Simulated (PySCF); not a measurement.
Al2(mu-OH)2(Cl)4, H2Al2Cl4O2, singlet at its PBE0/def2-SVP optimised geometry (Å):

```
10

Al    -2.0035     1.2128     1.6934
Al    -0.5541    -0.5222     0.0000
O     -1.2795     1.1709     0.0000
H     -1.2740     1.8443    -0.6855
Cl    -4.1011     1.2175     1.6950
Cl    -1.0102     2.5319     2.9869
O     -1.2812    -0.4815     1.6921
H     -1.2772    -1.1509     2.3816
Cl    -1.5435    -1.8443    -1.2934
Cl     1.5435    -0.5222     0.0000
```

Computed with PBE0/def2-TZVP (PySCF).

Map of the electron localisation function on the plane z = 1.0 Å:

```
|000000000000000000000000000|
|000000000000000000000000000|
|000000000000000000000000000|
|221000000000000000000000000|
|543100000000000000000000000|
|775310000000000000000000000|
|987620011100000000000000000|
|998730012321000000000000000|
|999830002653100000000000000|
|999830001664100001221000000|
|999830001432100013544210000|
|998720001100000146776420000|
|987410011111001368888631000|
|764100245664101578998752000|
|541001578996212689999852000|
|210002689997312689999852000|
|000002589997212689999752000|
|000001356774102578998641000|
|000000012321001367776521000|
|000000000000000245654310000|
|000000000000000023332100000|
|000000000000000001110000000|
|000000000000000000000000000|
|000000000000000000000000000|
|000000000000000000000000000|
|000000000000000000000000000|
|000000000000000000000000000|
```
Scale: ten equal steps from 0.000 (start of '0') to 0.873 (end of '9'), in the order '0123456789'; x runs from -4.00 to 4.00, y from -4.00 (bottom) to 4.00 (top).
